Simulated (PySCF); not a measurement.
# Stretching Cs₂⁺

Set-up: Cs def2-SVPD with ECP46; scalar-relativistic core potentials (PySCF 2.14). Energies in eV from Cs⁺ + Cs in their ground configurations at the same level. State: ²Σg⁺ (doublet), unpaired electrons σ ↑.

All columns are CAM-B3LYP.

```json
{"R (Å)": "4.721", "E (eV)": "-0.586", "HOMO (eV)": "-6.84", "LUMO (eV)": "-4.23", "Mayer bond order": "0.50", "⟨S²⟩": "0.75"}
{"R (Å)": "4.940", "E (eV)": "-0.625", "HOMO (eV)": "-6.76", "LUMO (eV)": "-4.17", "Mayer bond order": "0.49", "⟨S²⟩": "0.75"}
{"R (Å)": "5.160", "E (eV)": "-0.646", "HOMO (eV)": "-6.68", "LUMO (eV)": "-4.12", "Mayer bond order": "0.49", "⟨S²⟩": "0.75"}
{"R (Å)": "5.324", "E (eV)": "-0.653", "HOMO (eV)": "-6.61", "LUMO (eV)": "-4.08", "Mayer bond order": "0.49", "⟨S²⟩": "0.75"}
{"R (Å)": "5.489", "E (eV)": "-0.653", "HOMO (eV)": "-6.54", "LUMO (eV)": "-4.04", "Mayer bond order": "0.50", "⟨S²⟩": "0.75"}
{"R (Å)": "5.654", "E (eV)": "-0.648", "HOMO (eV)": "-6.47", "LUMO (eV)": "-4.00", "Mayer bond order": "0.50", "⟨S²⟩": "0.75"}
{"R (Å)": "5.873", "E (eV)": "-0.636", "HOMO (eV)": "-6.38", "LUMO (eV)": "-3.96", "Mayer bond order": "0.50", "⟨S²⟩": "0.75"}
{"R (Å)": "6.148", "E (eV)": "-0.612", "HOMO (eV)": "-6.26", "LUMO (eV)": "-3.91", "Mayer bond order": "0.50", "⟨S²⟩": "0.75"}
{"R (Å)": "6.477", "E (eV)": "-0.577", "HOMO (eV)": "-6.13", "LUMO (eV)": "-3.85", "Mayer bond order": "0.50", "⟨S²⟩": "0.75"}
{"R (Å)": "6.916", "E (eV)": "-0.525", "HOMO (eV)": "-5.96", "LUMO (eV)": "-3.79", "Mayer bond order": "0.50", "⟨S²⟩": "0.75"}
```

Spin–orbit coupling is left out. The state was picked by a PBE0 search and need not be the measured ground state.
